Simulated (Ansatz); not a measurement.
Isolated molecules relaxed with PBE0-D4/def2-TZVP in Ansatz; ΔE leaves out vibrations. CCSD(T)/CBS adds triple-zeta CCSD(T) − MP2 to the extrapolated MP2 energy (def2 sets, frozen cores). This one scheme is used for every species. DFT in def2-TZVPP. B3LYP here is the variant with VWN-RPA as its local correlation; programs differ in this. One conformer a species, not always the lowest.

Consider the ligand exchange at a B–C bond: `B/C=C/[SiH3]` + `[NH2][AlH][OH]` → `B[O][AlH][NH2]` + `C=C[SiH3]`.

```tsv
level	ΔE (kJ/mol)
BLYP	-125.1
B3LYP	-127.0
CCSD/def2-SVP	-145.7
SCS-MP2/def2-QZVPP	-123.1
```

Task: What does CCSD(T)/CBS give? (Best estimate.)

Result: Computed: -121.0 kJ/mol. The listed levels differ from it by -4.1, -6.0, -24.7, -2.1 kJ/mol.

Largest T1 diagnostic among the species: 0.013.

Leaving LDA and LC-ωPBE aside and taking each functional with its dispersion term where it has one, the values, not all of them listed here, spread over 16.1 kJ/mol, from CAM-B3LYP-D4 to revPBE-D4. LDA lies −3.4 kJ/mol from PBE without D4. In def2-TZVPP, CCSD(T) changes the Hartree–Fock value by +12.1 kJ/mol (the triples alone add +2.0 kJ/mol) and MP2 by +14.0 kJ/mol.
